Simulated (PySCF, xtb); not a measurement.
Li(OH) (HLiO), SMILES [Li][OH].

GFN2-xTB (xtb) at its own geometry gives an orbital gap of 4.12 eV and a dipole moment of 3.65 D.

Coordinates come from a B3LYP-D3(BJ)/def2-TZVPD optimisation. The isomer is the one that the SMILES or the coordinates give; other isomers of the formula were not compared.

What does r2SCAN/def2-TZVPD in PySCF give? (Estimate from the structure and the level; the computed values follow.)

gap 4.24 eV (levels -4.97 and -0.72 eV), dipole 4.53 D.
